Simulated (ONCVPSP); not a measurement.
# u(r) = r·R(r): atom against pseudo-atom (Cr)

Columns: radius, all-electron u(r) and pseudo u(r) of the 3d shell (level -2.91 eV) of chromium in the configuration [Ne] 3s2 3p6 3d5 4s1; PBE, scalar-relativistic, ONCV scheme, ONCVPSP 4.0.1.

| r (bohr) | all-electron | pseudo |
| --- | --- | --- |
| 0.070 | 0.0191 | 0.0028 |
| 0.140 | 0.0953 | 0.0216 |
| 0.210 | 0.2100 | 0.0683 |
| 0.280 | 0.3362 | 0.1480 |
| 0.350 | 0.4556 | 0.2578 |
| 0.420 | 0.5587 | 0.3880 |
| 0.490 | 0.6422 | 0.5240 |
| 0.560 | 0.7064 | 0.6507 |
| 0.630 | 0.7521 | 0.7549 |
| 0.700 | 0.7814 | 0.8286 |
| 0.770 | 0.7970 | 0.8696 |
| 0.840 | 0.8017 | 0.8808 |
| 0.910 | 0.7978 | 0.8692 |
| 0.980 | 0.7875 | 0.8431 |
| 1.050 | 0.7725 | 0.8099 |
| 1.120 | 0.7542 | 0.7756 |
| 1.190 | 0.7336 | 0.7435 |
| 1.260 | 0.7116 | 0.7148 |
| 1.330 | 0.6888 | 0.6893 |
| 1.400 | 0.6656 | 0.6656 |
| 1.470 | 0.6425 | 0.6425 |
| 1.540 | 0.6196 | 0.6196 |
| 1.610 | 0.5971 | 0.5971 |
| 1.680 | 0.5752 | 0.5752 |
| 1.750 | 0.5539 | 0.5539 |
| 1.820 | 0.5334 | 0.5334 |

Problem. How many radial nodes do the two functions have?

Solution. The all-electron 3d function has n − l − 1 = 0; the pseudo-wave has 0.

Problem. At about which radius was the pseudo-wave matched?

Solution. 1.40 bohr, where the columns begin to agree (steps of 0.07 bohr).

Problem. Where does each function peak?

Solution. Outermost all-electron maximum near 0.84 bohr, pseudo maximum near 0.84 bohr (to the table’s step).

Problem. Is the pseudo-wave norm-conserving?

Solution. Yes: the ONCV scheme keeps the norm inside the radius equal to the all-electron one, which fixes the energy derivative of the logarithmic derivative at the level.
